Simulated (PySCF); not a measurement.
# C5H10FN3Si: full NMR table

| Quantity | Value |
| --- | --- |
| Formula | C5H10FN3Si |
| SMILES | C[Si](C)(C)c1n[nH]c(F)n1 |
| InChI | InChI=1S/C5H10FN3Si/c1-10(2,3)5-7-4(6)8-9-5/h1-3H3,(H,7,8,9) |
| Point group of the computed structure | C1 |
| Degrees of unsaturation | 3 |
| Carbon signals | 3 |
| Proton signals | 2 |

Bonds (- single, = double, # triple, : aromatic): C1-Si2, Si2-C3, Si2-C4, Si2-C5, C5:N6, N6:N7, N7:C8, C8-F9, C8:N10, N10:C5. C1 carries H11, H12, H13; C3 carries H14, H15, H16; C4 carries H17, H18, H19; N7 carries H20.

- σ from GIAO-PBE0/pcSseg-1
- coordinates at the GFN2-xTB level
- program: PySCF 2.14.0 with density-fitted response routines
- no solvent, fast rotation and ring inversion assumed for equivalent nuclei, non-relativistic, one conformer

References, each an isolated molecule treated in the same way: 1H, 13C, 29Si vs TMS; 19F against CFCl3; NH3 for 15N.

| carbon | δC, type | δH (multiplicity) | HMBC from (2–3 bonds) | span of the C tensor (ppm) |
| --- | --- | --- | --- | --- |
| C1/C3/C4 | -0.7, CH3 | 0.34 (s) | H11/H12/H13/H14/H15/H16/H17/H18/H19 | 8 |
| C5 | 167.6, C | – | H11/H12/H13/H14/H15/H16/H17/H18/H19 | 165 |
| C8 | 168.2, C | – | – | 98 |

Other nuclei:
| atoms | nucleus | environment | δ (ppm) | σ (ppm) |
| --- | --- | --- | --- | --- |
| H20 | 1H | hydrogen on a pyrrole-type ring nitrogen | 9.51 | 22.21 |
| F9 | 19F | aryl fluorine | -129.3 | 300.2 |
| Si2 | 29Si | silicon bonded to 4 C | -7.8 | 357.0 |
| N6 | 15N | pyridine-type nitrogen of an azole | 335.8 | -68.1 |
| N10 | 15N | pyridine-type nitrogen of an azole | 263.4 | 4.3 |
| N7 | 15N | pyrrole-type ring nitrogen | 204.0 | 63.7 |

1. Carbon types of the structure: 2 × C, 3 × CH3, leaving 1 H on heteroatoms.
2. δC 168.2: aromatic carbon bearing fluorine; an ipso carbon deshielded by its heteroatom.
3. δC 167.6: substituted aromatic carbon next to a ring nitrogen.
4. δC -0.7: methyl carbon bonded to Si; an electropositive neighbour leaves it electron-rich and shielded.
5. δH 9.51: hydrogen on a pyrrole-type ring nitrogen; exchangeable; this is the value without hydrogen bonding to other molecules.
6. δH 0.34: hydrogen on a methyl carbon bonded to Si; an electropositive neighbour shields it, as in TMS itself.

The OH or NH signal is concentration- and solvent-dependent in practice; the value given is the gas-phase one. Splittings by 19F in the carbon and heteronuclear signals aren't shown, as no couplings were computed. Shifts are as computed. Against solution values, carbons near 30 ppm lie about +3 ppm off and those near 130 ppm about +5 ppm. Of 1211 compounds with measured shifts, 218 miss one by over three times the rms of a fit or turn the order of signals round; such compounds aren't used in these exercises. Unscaled 19F shifts against computed CFCl3 carry errors that often reach 10 to 50 ppm. Experimental scales use liquid or dissolved standards, which lie at an offset from isolated NH3 (liquid NH3: subtract about 20 ppm). Unscaled 15N shifts of sp2 nitrogen come out 20 to 40 ppm too high even then.
